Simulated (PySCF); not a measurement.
## A search over the determinants of MgHg⁺

Unrestricted PBE0; basis Mg def2-SVP, Hg def2-SVP with ECP60; scalar-relativistic core potentials; PySCF 2.14. Outer shells of the fragments: Mg+ 3s1; Hg 5d10 6s2.

Followed along the bond (rough minima from three points):

```json
{"2Ms+1": "2", "unpaired": "σ ↑", "⟨S²⟩ at the start": "0.75", "R at minimum (Å)": "2.91", "Te (eV)": "0.00"}
{"2Ms+1": "4", "unpaired": "σ ↑↑, π ↑", "⟨S²⟩ at the start": "3.75", "R at minimum (Å)": "none in the scan", "Te (eV)": "≤ 5.36"}
```

Solutions found at the starting distance of 2.830 Å, counted from the lowest of them; the search is not exhaustive and high or unbound solutions are not listed, so other states can lie among these:

| 2Ms+1 | unpaired | term | E (eV) | ⟨S²⟩ | ⟨Lz²⟩ | μ (D) |
| --- | --- | --- | --- | --- | --- | --- |
| 2 | σ ↑ | ²Σ⁺ | 0.00 | 0.75 | 0.00 | -7.55 |
| 2 | π ↑ | ²Π | 3.02 | 0.77 | 1.00 | -8.02 |
| 4 | σ ↑↑, π ↑ | ⁴Π | 5.50 | 3.75 | 1.01 | -6.07 |
| 4 | σ ↑↑↑ | ⁴Σ⁺ | 5.76 | 3.75 | 0.00 | -4.70 |
| 2 | σ ↑↑, π ↓ | mixed | 6.29 | 1.75 | 1.00 | -5.92 |
| 4 | σ ↑, π ↑↑ | ⁴Σ⁻ | 8.55 | 3.75 | 0.00 | -7.19 |

A term symbol is given only where ⟨S²⟩ and ⟨Lz²⟩ are close to those of a pure state; real π, δ and φ orbitals otherwise mix terms. A positive dipole points towards Hg; it is taken about the centre of mass and depends on that origin.

Spin–orbit coupling is left out. Counting both spins, an empty level lies below a filled one in some of these solutions, because spin and occupation are held.
